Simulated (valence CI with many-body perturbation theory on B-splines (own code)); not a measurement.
**E1 line list for Nd54+**

Level of theory: configuration interaction combined with many-body perturbation theory (CI+MBPT): four valence electrons over a frozen Dirac-Fock core [He], a basis of 11 s, 11 p, 10 d, 8 f, 5 g, 2 h functions for each j, with the one-electron correlation potential Σ1, the two-electron term Σ2, the three-electron term Σ3, Breit, model QED; selected CI, second order for the rest, scaled by the run's own slope (own B-spline code, finite nucleus).

No measured spectrum was set against this ion. As an estimate, large intervals hold to a few tenths of a per cent, small ones and those within an open d or f shell to about a per cent. Among the levels kept, up to 910 cm⁻¹ of a level comes from second order outside the variational space, and about a tenth of that is noise between levels of different J, which matters for small intervals.

Lines 51 to 100 of 550 in falling wavelength, among levels below 8288.4 eV, chosen from the strongest by gf and those to the six lowest levels. Wavelengths and rates use the calculated energies. Electric multipoles are in the length gauge with retardation, E1 and E2 with the static RPA response of the core. Weak lines are less certain than strong ones. Lines between different terms over intervals too small for the method are left out, as are lines whose strength nearly cancels. The highest levels of a list are the least certain.

Levels are named by their leading jj configuration (3d3/2^4 stands for four electrons in 3d with j = 3/2), which in mixed levels can hold well under half, so a name can repeat and another be missing. Letters in brackets count levels of one name in rising energy.

| λ vac (nm) | Upper | Lower | A (s⁻¹) | log gf | Branch % |
| --- | --- | --- | --- | --- | --- |
| 5.768 | (2p1/2 2p3/2^2 3p3/2) J=2 [a] | (2p1/2 2p3/2^2 3s) J=2 [b] | 6.34e+10 | -0.80 | 0.0 |
| 5.753 | (2p1/2^2 2p3/2 3d3/2) J=2 | (2p1/2^2 2p3/2 3p1/2) J=1 | 4.78e+10 | -0.93 | 0.1 |
| 5.749 | (2p1/2 2p3/2^2 3d3/2) J=1 [b] | (2p1/2 2p3/2^2 3p1/2) J=2 [b] | 8.12e+10 | -0.92 | 0.0 |
| 5.742 | (2p1/2^2 2p3/2 3p3/2) J=1 | (2p1/2^2 2p3/2 3s) J=1 | 1.34e+11 | -0.70 | 0.1 |
| 5.712 | (2s 2p1/2 2p3/2 3d3/2) J=2 [d] | (2s 2p1/2 2p3/2 3p1/2) J=1 [c] | 7.65e+10 | -0.73 | 0.0 |
| 5.703 | (2s 2p1/2 2p3/2 3p3/2) J=1 [a] | (2s 2p1/2 2p3/2 3s) J=1 [a] | 1.05e+11 | -0.81 | 0.1 |
| 5.701 | (2s 2p1/2^2 2p3/2) J=2 | (2s^2 2p1/2 2p3/2) J=1 | 1.15e+10 | -1.55 | 60.8 |
| 5.692 | (2s 2p1/2 2p3/2 3p3/2) J=2 [b] | (2s 2p1/2 2p3/2 3s) J=2 [b] | 1.04e+11 | -0.60 | 0.1 |
| 5.690 | (2s^2 2p1/2 3d3/2) J=1 | (2s^2 2p1/2 3p1/2) J=0 | 7.85e+10 | -0.94 | 0.0 |
| 5.677 | (2p1/2 2p3/2^2 3d3/2) J=2 [a] | (2p1/2 2p3/2^2 3p1/2) J=2 [a] | 6.79e+10 | -0.79 | 0.1 |
| 5.668 | (2s 2p1/2 2p3/2 3d3/2) J=3 [c] | (2s^2 2p3/2 3d3/2) J=2 | 4.32e+10 | -0.84 | 0.1 |
| 5.666 | (2s 2p3/2^2 3d3/2) J=2 [a] | (2s 2p3/2^2 3p1/2) J=2 [a] | 5.62e+10 | -0.87 | 0.0 |
| 5.655 | (2s 2p3/2^2 3d3/2) J=3 [a] | (2s 2p3/2^2 3p1/2) J=3 | 4.52e+10 | -0.82 | 0.0 |
| 5.654 | (2s 2p1/2 2p3/2 3d3/2) J=2 [a] | (2s 2p1/2 2p3/2 3p1/2) J=2 [a] | 5.45e+10 | -0.88 | 0.0 |
| 5.642 | (2p1/2^2 2p3/2 3d3/2) J=2 | (2p1/2^2 2p3/2 3p1/2) J=2 | 6.98e+10 | -0.78 | 0.1 |
| 5.640 | (2s 2p1/2^2 3p3/2) J=1 | (2s 2p1/2^2 3s) J=0 | 1.19e+11 | -0.77 | 0.0 |
| 5.630 | (2p1/2 2p3/2^2 3d3/2) J=1 [a] | (2p1/2 2p3/2^2 3p1/2) J=1 [a] | 9.32e+10 | -0.88 | 0.1 |
| 5.592 | (2p1/2 2p3/2^2 3d3/2) J=2 [a] | (2p1/2 2p3/2^2 3p1/2) J=1 [a] | 4.39e+10 | -0.99 | 0.1 |
| 5.573 | (2s 2p3/2^2 3d3/2) J=3 [a] | (2s 2p3/2^2 3p1/2) J=2 [a] | 4.70e+10 | -0.81 | 0.0 |
| 5.539 | (2s 2p1/2^2 3d3/2) J=1 | (2s 2p1/2^2 3p1/2) J=0 | 8.41e+10 | -0.94 | 0.1 |
| 5.530 | (2p1/2 2p3/2^2 3d3/2) J=3 [a] | (2p1/2 2p3/2^2 3p1/2) J=2 [a] | 9.86e+10 | -0.50 | 0.1 |
| 5.528 | (2p1/2 2p3/2^2 3p3/2) J=1 [a] | (2p1/2 2p3/2^2 3s) J=1 [a] | 9.18e+10 | -0.90 | 0.0 |
| 5.511 | (2s 2p3/2^2 3d3/2) J=2 [b] | (2s 2p3/2^2 3p1/2) J=2 [b] | 4.69e+10 | -0.97 | 0.0 |
| 5.506 | (2p1/2^2 2p3/2 3d3/2) J=1 | (2p1/2^2 2p3/2 3p1/2) J=1 | 1.05e+11 | -0.84 | 0.1 |
| 5.501 | (2s^2 2p3/2 3d3/2) J=2 | (2s^2 2p3/2 3p1/2) J=2 | 6.04e+10 | -0.86 | 0.0 |
| 5.492 | (2s 2p3/2^2 3d3/2) J=4 | (2s 2p3/2^2 3p1/2) J=3 | 1.19e+11 | -0.31 | 0.0 |
| 5.487 | (2p1/2 2p3/2^2 3d3/2) J=4 | (2p1/2 2p3/2^2 3p1/2) J=3 | 1.12e+11 | -0.34 | 2.4 |
| 5.486 | (2p1/2^2 2p3/2 3d3/2) J=3 | (2p1/2^2 2p3/2 3p1/2) J=2 | 8.73e+10 | -0.56 | 0.7 |
| 5.483 | (2s 2p1/2 2p3/2 3d3/2) J=4 | (2s 2p1/2 2p3/2 3p1/2) J=3 | 7.65e+10 | -0.51 | 2.4 |
| 5.475 | (2p1/2 2p3/2^2 3p3/2) J=3 [b] | (2p1/2 2p3/2^2 3s) J=3 | 1.14e+11 | -0.44 | 0.1 |
| 5.455 | (2s 2p3/2^2 3d3/2) J=2 [b] | (2s 2p3/2^2 3p1/2) J=1 [a] | 7.43e+10 | -0.78 | 0.0 |
| 5.454 | (2s 2p3/2^2 3p3/2) J=3 [b] | (2s 2p3/2^2 3s) J=2 [b] | 2.07e+11 | -0.19 | 0.1 |
| 5.454 | (2p1/2 2p3/2^2 3p3/2) J=4 | (2p1/2 2p3/2^2 3s) J=3 | 1.33e+11 | -0.27 | 0.1 |
| 5.454 | (2s 2p3/2^2 3d3/2) J=3 [b] | (2s 2p3/2^2 3p1/2) J=2 [b] | 1.35e+11 | -0.38 | 0.0 |
| 5.448 | (2s 2p1/2 2p3/2 3d3/2) J=3 [a] | (2s 2p1/2 2p3/2 3p1/2) J=2 [a] | 1.12e+11 | -0.46 | 0.1 |
| 5.442 | (2s^2 2p3/2 3d3/2) J=2 | (2s^2 2p3/2 3p1/2) J=1 | 4.60e+10 | -0.99 | 0.0 |
| 5.424 | (2s 2p1/2 2p3/2 3p3/2) J=2 [c] | (2s 2p1/2 2p3/2 3s) J=1 [c] | 1.05e+11 | -0.64 | 0.1 |
| 5.422 | (2s^2 2p3/2 3d3/2) J=3 | (2s^2 2p3/2 3p1/2) J=2 | 1.31e+11 | -0.39 | 0.0 |
| 5.421 | (2s 2p1/2 2p3/2 3d3/2) J=2 [a] | (2s 2p1/2 2p3/2 3p1/2) J=1 [a] | 6.50e+10 | -0.84 | 0.0 |
| 5.416 | (2s 2p1/2 2p3/2 3p3/2) J=2 [a] | (2s 2p1/2 2p3/2 3s) J=1 [a] | 9.13e+10 | -0.70 | 0.1 |
| 5.415 | (2s^2 2p1/2 3d3/2) J=2 | (2s^2 2p1/2 3p1/2) J=1 | 1.27e+11 | -0.55 | 0.1 |
| 5.414 | (2s 2p3/2^2 3p3/2) J=3 [a] | (2s 2p3/2^2 3s) J=3 | 8.61e+10 | -0.58 | 0.1 |
| 5.394 | (2s 2p1/2 2p3/2 3d3/2) J=3 [c] | (2s 2p1/2 2p3/2 3p1/2) J=2 [c] | 4.97e+10 | -0.82 | 0.1 |
| 5.390 | (2s 2p3/2^2 3p3/2) J=4 | (2s 2p3/2^2 3s) J=3 | 2.05e+11 | -0.10 | 17.0 |
| 5.385 | (2p1/2^2 2p3/2 3p3/2) J=3 | (2p1/2^2 2p3/2 3s) J=2 | 7.72e+10 | -0.63 | 0.0 |
| 5.384 | (2s 2p1/2^2 3d3/2) J=2 | (2s 2p1/2^2 3p1/2) J=1 | 1.13e+11 | -0.61 | 0.1 |
| 5.382 | (2s 2p1/2 2p3/2 3d3/2) J=1 [a] | (2s 2p1/2 2p3/2 3p1/2) J=1 [a] | 1.08e+11 | -0.85 | 0.1 |
| 5.378 | (2s 2p1/2 2p3/2 3p3/2) J=3 [c] | (2s 2p1/2 2p3/2 3s) J=2 [c] | 1.18e+11 | -0.44 | 0.1 |
| 5.360 | (2s 2p3/2^2 3p3/2) J=1 [b] | (2s 2p3/2^2 3s) J=0 | 9.01e+10 | -0.93 | 0.1 |
| 5.347 | (2p1/2 2p3/2^2 3p3/2) J=1 [c] | (2p1/2 2p3/2^2 3s) J=0 | 1.32e+11 | -0.77 | 0.1 |
